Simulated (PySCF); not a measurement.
# C₆ coefficients of unlike pairs at PBE

Calculated with PySCF 2.14 from the dipole response of each species, C₆(A,B) = (3/π) ∫ α_A(iu) α_B(iu) du, in atomic units, from isotropic polarisabilities. For ions this is the dispersion term alone; charge-induced terms of lower order in 1/R come first.

| species | configuration | basis | relativity | α (bohr³) | C₆ (like pair) |
| --- | --- | --- | --- | --- | --- |
| Pd(3+) | [Kr] 4d7 (4F) | x2c-TZVPPall with one added diffuse shell each of s, p, d, f type (9s7p7d3f1g) | spin-free X2C | 4.389 | 19.91 |
| Ne(3+) | [He] 2s2 2p3 (4S) | aug-cc-pVDZ-DK (4s3p2d) | spin-free X2C | 0.6848 | 0.5995 |
| Zr+ | [Kr] 4d2 5s1 (4F) | aug-cc-pVDZ-PP with ECP28MDF (5s5p4d2f) | core potential | 59.07 | 511.8 |
| Zn | [Ar] 3d10 4s2 (1S) | aug-cc-pVDZ-DK (7s6p4d2f) | spin-free X2C | 37.52 | 264.8 |

Question: Estimate C₆ for Zn with Zr+.

Answer: The integral gives 366.3. The combination rule 2 C_A C_B / (C_A α_B/α_A + C_B α_A/α_B) gives 365.3 and the geometric mean 368.1.

No spin-orbit coupling is included.

The other pairs:

```tsv
pair	C₆
Zn, Pd(3+)	56.27
Zr+, Pd(3+)	75.01
Zr+, Ne(3+)	12.13
Ne(3+), Pd(3+)	3.424
Zn, Ne(3+)	9.141
```
